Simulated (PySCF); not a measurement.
Stretching CsPb

Set-up: PySCF, scalar-relativistic core potentials, basis sets Cs def2-SVP with ECP46, Pb def2-SVP with ECP60. Energies in eV from Cs + Pb in their ground configurations at the same level. State: ⁴Σ⁻ (quartet), unpaired electrons σ ↑, π ↑↑.

All columns are PBE0. A positive dipole means Cs(−)Pb(+).

```
R (Å)  E (eV)   μ (D)  Mulliken charge on Cs (basis-dependent)  HOMO (eV)  LUMO (eV)  Mayer bond order  ⟨S²⟩
3.130  -0.970   -8.60                                     0.51      -3.62      -1.26              0.87  3.75
3.275  -1.160   -9.17                                     0.51      -3.64      -1.32              0.85  3.75
3.421  -1.261   -9.70                                     0.52      -3.54      -1.37              0.83  3.75
3.530  -1.295  -10.06                                     0.52      -3.47      -1.41              0.82  3.75
3.639  -1.304  -10.41                                     0.52      -3.41      -1.45              0.81  3.75
3.748  -1.293  -10.73                                     0.52      -3.35      -1.48              0.80  3.75
3.894  -1.257  -11.14                                     0.52      -3.29      -1.53              0.79  3.75
4.076  -1.189  -11.58                                     0.51      -3.22      -1.60              0.78  3.75
4.294  -1.089  -12.02                                     0.50      -3.16      -1.67              0.76  3.75
4.585  -0.945  -12.42                                     0.48      -3.12      -1.76              0.74  3.75
```

A fit through these points gives, at Re = 3.627 Å, μ = -10.37 D and dμ/dR = -3.10 D/Å; the reduced mass is 81.09 u.

Problem. How strong is the fundamental in the double-harmonic approximation, I = 42.26·(dμ/dR)²/μred km/mol?

Solution. I = 42.26·(-3.10)²/81.09 = 5.01 km/mol at PBE0.

Spin–orbit coupling is left out, which matters for elements this heavy, above all for dissociation energies. The state was picked by a PBE0 search and need not be the measured ground state.
